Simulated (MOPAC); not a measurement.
MOPAC input (PM3):

```
PM3 PRECISE GNORM=0.05 LET XYZ CHARGE=-1 GEO-OK AUX(PRECISION=9) THREADS=1
C2H9Si2

C    -1.33120500 1    1.38146200 1    0.33011200 1
Si   -0.39306000 1    0.10535100 1   -0.83581300 1
C    -1.17647600 1   -1.54691100 1   -0.11176400 1
Si    1.61590000 1    0.01703500 1    0.45294200 1
H    -1.34494600 1    1.09027900 1    1.38796600 1
H    -2.37278900 1    1.47591900 1    0.00029400 1
H    -0.88423300 1    2.37876600 1    0.26108600 1
H    -1.20369800 1   -1.58295100 1    0.98458900 1
H    -0.63024600 1   -2.42813200 1   -0.46425100 1
H    -2.20778300 1   -1.64693100 1   -0.47092800 1
H     1.52553300 1   -0.21357900 1    1.94960300 1
H     2.58353200 1   -1.05694800 1    0.02585200 1
H     2.46095700 1    1.26286700 1    0.37590000 1
```

Output:

```
 *******************************************************************************
 **                                                                           **
 **                              MOPAC v23.2.5                                **
 **                                                                           **
 *******************************************************************************
 ** MOPAC's Digital Object Identifier: https://doi.org/10.5281/zenodo.6511958 **
 **                                                                           **
 ** Please cite the open-source release paper for use of this MOPAC version:  **
 ** J. E. Moussa and J. J. P. Stewart (2026)                                  **
 ** MOPAC: An open-source semiempirical molecular orbital program             **
 ** J. Open Source Softw., 11(119), 8025, https://doi.org/10.21105/joss.08025 **
 *******************************************************************************

                              PM3 CALCULATION RESULTS

 *******************************************************************************
 *  PM3        - The PM3 Hamiltonian to be used
 *  GEO-OK     - OVERRIDE INTERATOMIC DISTANCE AND OTHER SAFETY CHECKS
 *
 *
 *
 *                 CHARGE ON SYSTEM = -1
 *
 *
 *
 *  LET        - OVERRIDE SOME SAFETY CHECKS
 *  PRECISE    - TIGHTER CRITERIA TO BE USED
 *  XYZ        - CARTESIAN COORDINATE SYSTEM TO BE USED
 *  GNORM      - EXIT WHEN GRADIENT NORM DROPS BELOW 0.050
 *  AUX        - OUTPUT AUXILIARY INFORMATION
 *******************************************************************************
PM3 PRECISE GNORM=0.05 LET XYZ CHARGE=-1 GEO-OK AUX(PRECISION=9) THREADS=1
 C2H9Si2

   ATOM   CHEMICAL          X               Y               Z
  NUMBER   SYMBOL      (ANGSTROMS)     (ANGSTROMS)     (ANGSTROMS)

     1       C         -1.33120500  *   1.38146200  *   0.33011200  *
     2      Si         -0.39306000  *   0.10535100  *  -0.83581300  *
     3       C         -1.17647600  *  -1.54691100  *  -0.11176400  *
     4      Si          1.61590000  *   0.01703500  *   0.45294200  *
     5       H         -1.34494600  *   1.09027900  *   1.38796600  *
     6       H         -2.37278900  *   1.47591900  *   0.00029400  *
     7       H         -0.88423300  *   2.37876600  *   0.26108600  *
     8       H         -1.20369800  *  -1.58295100  *   0.98458900  *
     9       H         -0.63024600  *  -2.42813200  *  -0.46425100  *
    10       H         -2.20778300  *  -1.64693100  *  -0.47092800  *
    11       H          1.52553300  *  -0.21357900  *   1.94960300  *
    12       H          2.58353200  *  -1.05694800  *   0.02585200  *
    13       H          2.46095700  *   1.26286700  *   0.37590000  *

          CARTESIAN COORDINATES

    NO.       ATOM           X           Y           Z

     1         C         -1.3312      1.3815      0.3301
     2        Si         -0.3931      0.1054     -0.8358
     3         C         -1.1765     -1.5469     -0.1118
     4        Si          1.6159      0.0170      0.4529
     5         H         -1.3449      1.0903      1.3880
     6         H         -2.3728      1.4759      0.0003
     7         H         -0.8842      2.3788      0.2611
     8         H         -1.2037     -1.5830      0.9846
     9         H         -0.6302     -2.4281     -0.4643
    10         H         -2.2078     -1.6469     -0.4709
    11         H          1.5255     -0.2136      1.9496
    12         H          2.5835     -1.0569      0.0259
    13         H          2.4610      1.2629      0.3759

  H: (PM3): J. J. P. STEWART, J. COMP. CHEM. 10, 209 (1989).
  C: (PM3): J. J. P. STEWART, J. COMP. CHEM. 10, 209 (1989).
 Si: (PM3): J. J. P. STEWART, J. COMP. CHEM. 10, 209 (1989).

           Empirical Formula: C2 H9 Si2  =    13 atoms

      MOLECULAR POINT GROUP   :   Cs

      RHF CALCULATION, NO. OF DOUBLY OCCUPIED LEVELS = 13

          Geometry optimization using EF

          DIAGONAL MATRIX USED AS START HESSIAN

 CYCLE:     1  GRAD.:    45.126 HEAT: -37.24642
 CYCLE:     2  GRAD.:    90.575 HEAT: -34.80057
 CYCLE:     3  GRAD.:   121.633 HEAT: -35.61339
 CYCLE:     4  GRAD.:   100.008 HEAT: -33.49942
 CYCLE:     5  GRAD.:    59.633 HEAT: -38.08770
 CYCLE:     6  GRAD.:   246.235 HEAT: -22.87027
 CYCLE:     7  GRAD.:    43.316 HEAT: -38.86217
 CYCLE:     8  GRAD.:   100.791 HEAT: -33.88369
 CYCLE:     9  GRAD.:    35.144 HEAT: -38.95119
 CYCLE:    10  GRAD.:    67.042 HEAT: -36.38433
 CYCLE:    11  GRAD.:     3.961 HEAT: -39.74343
 CYCLE:    12  GRAD.:     2.319 HEAT: -39.76439
 CYCLE:    13  GRAD.:     4.102 HEAT: -39.78216
 CYCLE:    14  GRAD.:    14.157 HEAT: -39.76993
 CYCLE:    15  GRAD.:    10.342 HEAT: -39.83302
 CYCLE:    16  GRAD.:    25.007 HEAT: -39.63300
 CYCLE:    17  GRAD.:     5.094 HEAT: -39.88685
 CYCLE:    18  GRAD.:    22.166 HEAT: -39.75183
 CYCLE:    19  GRAD.:     3.124 HEAT: -39.90400
 CYCLE:    20  GRAD.:     2.475 HEAT: -39.90915
 CYCLE:    21  GRAD.:     0.872 HEAT: -39.91668
 CYCLE:    22  GRAD.:     1.130 HEAT: -39.92284
 CYCLE:    23  GRAD.:     2.029 HEAT: -39.92918
 CYCLE:    24  GRAD.:     1.276 HEAT: -39.93476
 CYCLE:    25  GRAD.:     0.829 HEAT: -39.93845
 CYCLE:    26  GRAD.:     1.378 HEAT: -39.94070
 CYCLE:    27  GRAD.:     0.906 HEAT: -39.94302
 CYCLE:    28  GRAD.:     0.775 HEAT: -39.94626
 CYCLE:    29  GRAD.:     0.777 HEAT: -39.94894
 CYCLE:    30  GRAD.:     0.517 HEAT: -39.95045
 CYCLE:    31  GRAD.:     0.283 HEAT: -39.95119
 CYCLE:    32  GRAD.:     0.315 HEAT: -39.95166
 CYCLE:    33  GRAD.:     0.534 HEAT: -39.95251
 CYCLE:    34  GRAD.:     0.854 HEAT: -39.95418
 CYCLE:    35  GRAD.:     1.651 HEAT: -39.95784
 CYCLE:    36  GRAD.:     1.235 HEAT: -39.96143
 CYCLE:    37  GRAD.:    24.386 HEAT: -39.62969
 CYCLE:    38  GRAD.:     1.517 HEAT: -39.96785
 CYCLE:    39  GRAD.:     0.817 HEAT: -39.96971
 CYCLE:    40  GRAD.:     1.154 HEAT: -39.97365
 CYCLE:    41  GRAD.:     1.373 HEAT: -39.97538
 CYCLE:    42  GRAD.:     0.732 HEAT: -39.97796
 CYCLE:    43  GRAD.:     0.577 HEAT: -39.97886
 CYCLE:    44  GRAD.:     0.423 HEAT: -39.97890
 CYCLE:    45  GRAD.:     0.069 HEAT: -39.97903
 CYCLE:    46  GRAD.:     0.060 HEAT: -39.97905
 CYCLE:    47  GRAD.:     0.021 HEAT: -39.97905

     GRADIENT =  0.02113 IS LESS THAN CUTOFF =  0.05000

 -------------------------------------------------------------------------------
 PM3 PRECISE GNORM=0.05 LET XYZ CHARGE=-1 GEO-OK AUX(PRECISION=9) THREADS=1
 C2H9Si2

     GEOMETRY OPTIMISED USING EIGENVECTOR FOLLOWING (EF).
     SCF FIELD WAS ACHIEVED

                              PM3 CALCULATION
                                                       MOPAC v23.2.5 Linux

          FINAL HEAT OF FORMATION =        -39.97905 KCAL/MOL =    -167.27234 KJ/MOL

          COSMO AREA              =        147.39 SQUARE ANGSTROMS
          COSMO VOLUME            =        147.60 CUBIC ANGSTROMS

          GRADIENT NORM           =          0.02113          =       0.00586 PER ATOM
          IONIZATION POTENTIAL    =          2.609004 EV
          HOMO LUMO ENERGIES (EV) =         -2.609  3.528
          NO. OF FILLED LEVELS    =         13
          MOLECULAR WEIGHT        =         89.2641         POINT GROUP:  Cs

          MOLECULAR DIMENSIONS (Angstroms)

            Atom       Atom       Distance
            H    13    H    10     5.59961
            H    12    H     6     4.90306
            H    11   Si     2     2.44931

          SCF CALCULATIONS        =         48

   ATOM   CHEMICAL          X               Y               Z
  NUMBER   SYMBOL      (ANGSTROMS)     (ANGSTROMS)     (ANGSTROMS)

     1       C         -1.37064191  *   1.38761230  *   0.30627751  *
     2      Si         -0.43330698  *   0.08431663  *  -0.71047093  *
     3       C         -1.21540752  *  -1.54980841  *  -0.13695261  *
     4      Si          1.71202509  *   0.02092718  *   0.46082889  *
     5       H         -1.55493717  *   1.09684789  *   1.34369981  *
     6       H         -2.34317906  *   1.57514854  *  -0.16140253  *
     7       H         -0.82114723  *   2.33272592  *   0.31739009  *
     8       H         -1.41247816  *  -1.59787814  *   0.93711714  *
     9       H         -0.57133772  *  -2.39444021  *  -0.39598218  *
    10       H         -2.17062217  *  -1.69057044  *  -0.65413295  *
    11       H          1.70414170  *  -0.20347962  *   1.94571336  *
    12       H          2.59795688  *  -1.05829472  *  -0.08592901  *
    13       H          2.47349656  *   1.29849117  *   0.26958452  *

                             CARTESIAN COORDINATES

   1    C       -1.370641906     1.387612296     0.306277512
   2   Si       -0.433306979     0.084316628    -0.710470932
   3    C       -1.215407519    -1.549808414    -0.136952609
   4   Si        1.712025093     0.020927184     0.460828891
   5    H       -1.554937173     1.096847893     1.343699811
   6    H       -2.343179064     1.575148543    -0.161402532
   7    H       -0.821147229     2.332725917     0.317390091
   8    H       -1.412478163    -1.597878142     0.937117138
   9    H       -0.571337718    -2.394440215    -0.395982180
  10    H       -2.170622167    -1.690570442    -0.654132950
  11    H        1.704141704    -0.203479623     1.945713361
  12    H        2.597956876    -1.058294725    -0.085929013
  13    H        2.473496561     1.298491169     0.269584516

           Empirical Formula: C2 H9 Si2  =    13 atoms

      MOLECULAR POINT GROUP   :   Cs

                  EIGENVALUES
 -25.52014 -23.47643 -12.28923  -9.93482  -9.69895  -9.28358  -8.99819  -8.70326
  -7.78190  -7.69687  -6.00221  -4.77884  -2.60900   3.52825   5.31033   5.65385
   5.73681   6.15921   6.26442   8.63342   8.74439   8.84189   8.85947   8.93377
   8.95377

              NET ATOMIC CHARGES AND DIPOLE CONTRIBUTIONS

  ATOM NO.   TYPE          CHARGE      No. of ELECS.   s-Pop       p-Pop
    1          C          -0.269118        4.2691     1.15705     3.11207
    2         Si          -0.311960        4.3120     1.60786     2.70410
    3          C          -0.269116        4.2691     1.15705     3.11206
    4         Si           0.011746        3.9883     1.09995     2.88831
    5          H           0.022499        0.9775     0.97750
    6          H           0.034034        0.9660     0.96597
    7          H           0.041963        0.9580     0.95804
    8          H           0.022497        0.9775     0.97750
    9          H           0.041963        0.9580     0.95804
   10          H           0.034033        0.9660     0.96597
   11          H          -0.139561        1.1396     1.13956
   12          H          -0.109491        1.1095     1.10949
   13          H          -0.109488        1.1095     1.10949
 DIPOLE           X         Y         Z       TOTAL
 POINT-CHG.    -0.913     0.029    -0.509     1.045
 HYBRID         0.351    -0.639     4.356     4.416
 SUM           -0.561    -0.610     3.847     3.935

          ATOMIC ORBITAL ELECTRON POPULATIONS

     Atom    s        px        py        pz
    1  C   1.15705   1.02607   1.07039   1.01561
    2 Si   1.60786   0.79597   0.80383   1.10430
    3  C   1.15705   1.01789   1.09863   0.99554
    4 Si   1.09995   1.09546   0.89352   0.89933
    5  H   0.97750
    6  H   0.96597
    7  H   0.95804
    8  H   0.97750
    9  H   0.95804
   10  H   0.96597
   11  H   1.13956
   12  H   1.10949
   13  H   1.10949

 **********************
 *                    *
 * JOB ENDED NORMALLY *
 *                    *
 **********************

 == MOPAC DONE ==
```

The dipole moment of an ion depends on the origin.

The geometry given is a B3LYP-D3(BJ)/def2-TZVP minimum.
